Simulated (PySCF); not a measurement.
# Cl2Ga, SMILES `[Cl][Ga][Cl]` (charge 0, multiplicity 2)

Computed with TPSSh-D3(BJ)/def2-TZVP // B3LYP-D3(BJ)/def2-TZVP (PySCF).

The highest occupied spin orbital is -6.61 eV and the dipole moment is 1.82 D. The total energy is -2845.3744 Ha and the cost is about 5 core-minutes (a rough figure).

```xyz
3

Cl     1.8918    -0.3229     0.0000
Ga    -0.0180     0.7377     0.0000
Cl    -1.8739    -0.4148     0.0000
```
Charge 0, spin multiplicity 2.
